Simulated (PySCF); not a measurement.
Electric field gradients and quadrupole coupling constants

Compound: C₅H₉O₂PSi.
Z-matrix (Å and degrees, GFN2-xTB geometry), rows numbered from 1:
```
C 
C   1  1.4859
O   2  1.1971  1  128.34
P   2  1.8540  1  110.91  3   179.85
O   4  1.4750  2  118.84  1     0.79
C   4  1.8053  2  111.81  1  -160.23
C   6  1.4676  4  147.98  2    88.68
C   6  1.3386  4   68.93  2   -96.21
Si  8  1.8689  4  150.20  6   175.18
H   1  1.0911  2  108.44  3   122.44
H   1  1.0877  2  111.84  3     0.12
H   1  1.0911  2  108.47  3  -122.28
H   7  1.0895  6  110.12  4   167.67
H   7  1.0904  6  109.92  4   -71.84
H   7  1.0904  6  110.12  4    46.84
H   9  1.4637  8  106.72  4   177.44
H   9  1.4620  8  107.96  4   -62.75
H   9  1.4613  8  107.80  4    57.74
```

Field gradients from the PBE0/pcSseg-1 density (PySCF, non-relativistic), principal values in atomic units, ordered |Vxx| ≤ |Vyy| ≤ |Vzz|:

```json
{"atom": "O3", "Vxx": "0.4257", "Vyy": "1.4613", "Vzz": "-1.8871"}
{"atom": "O5", "Vxx": "-0.3782", "Vyy": "-0.5031", "Vzz": "0.8814"}
```

Q: Find the asymmetry η = (Vxx − Vyy)/Vzz and the couplings χ = eQV/h (234.96 MHz × Q in barn × V in au), with Q(17O) = −0.0256 b.

A: 
| atom | environment | nucleus | η | χzz (MHz) | χxx (MHz) | χyy (MHz) |
| --- | --- | --- | --- | --- | --- | --- |
| O3 | carbonyl oxygen | 17O | 0.55 | 11.35 | -2.56 | -8.79 |
| O5 | phosphoryl oxygen | 17O | 0.14 | -5.30 | 2.28 | 3.03 |

The tensor is traceless: Vxx + Vyy + Vzz = 0.

Q: What is Vzz at O5 in SI units (1 au = 9.71736 × 10²¹ V/m²)?

A: 0.8814 au = 8.564 × 10²¹ V/m².

Were the hydrogens deuterons (Q(2H) = 0.00286 b), χzz would run from 109 kHz (H16, H17 and H18) to 209 kHz (H11).

The structure is a single GFN2-xTB conformer in the gas phase; no vibrational or solvent corrections. GFN2-xTB bond lengths can be off by several hundredths of an ångström, more for odd bonds, and the gradients follow them. The basis is small and wasn't made for field gradients, so the couplings can be 20 % off.
